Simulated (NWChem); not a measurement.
System: CNO anion

```xyz
3

N      0.0000     0.0000     1.2618
C      0.0000     0.0000     0.0709
O      0.0000     0.0000    -1.1594
```
Atoms are numbered in this order, from 1.

Computed with NWChem. The geometry was optimised at B3LYP/def2-SVPD. Level: PBE0/aug-cc-pVDZ with COSMO at NWChem's default radii, gas-phase geometry; rows give the dielectric constant. Reactions with the solvent are ignored.

```json
[
 {"dielectric constant": "1.5", "electrostatic solvation energy (kcal/mol)": "-22.4"},
 {"dielectric constant": "3.9", "electrostatic solvation energy (kcal/mol)": "-50.3"},
 {"dielectric constant": "4.8", "electrostatic solvation energy (kcal/mol)": "-53.5"},
 {"dielectric constant": "11.7", "electrostatic solvation energy (kcal/mol)": "-61.9"},
 {"dielectric constant": "37.5", "electrostatic solvation energy (kcal/mol)": "___"}
]
```

### Question
Complete the blanks.

### Answer

- 37.5, electrostatic solvation energy (kcal/mol): -65.9
